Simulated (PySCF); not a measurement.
Run record: geometry optimisation, `[F][V]([F])([F])[F]` [radical].

Method: PBE0-D3(BJ)/def2-SVP geometry optimisation, gas phase (PySCF 2.14.0). Start geometry: GFN2-xTB. The input is one job of a driver script: a line of settings, then coordinates in Å.

Input:
```
{"job": {"xc": "PBE0", "basis": "def2-SVP", "d3": "d3bj", "grid": 1, "maxiter": 40, "kind": "geom"}, "charge": 0, "multiplicity": 2}
V      0.000380    -0.000470    -0.000560
F      0.213540    -0.366030     1.584670
F      1.563580     0.359800    -0.341360
F     -0.686530     1.183880    -0.904560
F     -1.090960    -1.177180    -0.338200
```

Output:
```
step   0  E = -1342.51692164  max force = 0.062534
step   1  E = -1342.53892145  max force = 0.007845
step   2  E = -1342.54518965  max force = 0.007395
step   3  E = -1342.54788066  max force = 0.004262
step   4  E = -1342.54798340  max force = 0.001383
step   5  E = -1342.54799907  max force = 0.000170
step   6  E = -1342.54800247  max force = 0.000521
step   7  E = -1342.54799736  max force = 0.002290
step   8  E = -1342.54801696  max force = 0.001068
step   9  E = -1342.54801232  max force = 0.000194
step  10  E = -1342.54801406  max force = 0.000145
optimisation converged
```

Energies in Eh; «max force» is the largest Cartesian gradient component in Eh/bohr.

How much energy does the optimisation release, in kJ/mol?

E(step 0) − E(last step) = 0.031092 Eh, which is 81.6 kJ/mol.

In short: final energy -1342.54801 Eh after 10 steps; dipole 0.03 D.

Where do the atoms end?

0.288 Å rms from the input after alignment:
```
atom  x, y, z in Å
V1     0.0009   -0.0025   -0.0022
F2    -0.0006   -0.0885    1.6979
F3     1.6372    0.0945   -0.4622
F4    -0.7613    1.3545   -0.6918
F5    -0.8761   -1.3581   -0.5418
```

Estimate the wall time. Hardware: one thread, x86-64 server, no GPU (shared host).

About 63 s.
Labels such as C1 count atoms from 1, the log's own numbers from 0.

For an open-shell metal species like this, the optimisation's SCF solution wasn't tested for stability and no frequencies at its level were run, so a lower state or another shape may exist.
